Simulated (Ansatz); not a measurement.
Consider the ligand exchange at a B–N bond: `B/N=C\Cl` + `C[SiH](F)P` → `BP[SiH](C)F` + `N=CCl`.

Program: Ansatz. Geometries: PBE0-D4/def2-TZVP. ΔE: electronic, gas phase. CCSD(T)/CBS is the MP2 limit (def2-TZVPP, def2-QZVPP) plus CCSD(T) − MP2 in def2-TZVPP, frozen cores. This one scheme is used for every species. Functionals use def2-TZVPP. One conformer a species, not always the lowest.

```json
{"level": "r2SCAN-D4", "ΔE (eV)": "0.84"}
{"level": "CCSD/CBS(def2)", "ΔE (eV)": "0.75"}
```

(1) What does CCSD(T)/CBS give? (Best estimate.)

Largest T1 diagnostic among the species: 0.015.

Answers

(1) The calculation gave: +0.74 eV. The listed levels differ from it by 0.10, 0.01 eV.

From PBE to PBE0 (25 % exact exchange), in def2-TZVPP and without D4, ΔE moves by −0.05 eV. At CCSD(T), def2-SVP lies +0.14 eV from the extrapolated value and def2-TZVPP +0.01 eV. Leaving LDA and LC-ωPBE aside and taking each functional with its dispersion term where it has one, the values, not all of them listed here, spread over 0.18 eV, from PBE-QIDH to BLYP-D4. LDA lies +0.10 eV from PBE without D4.
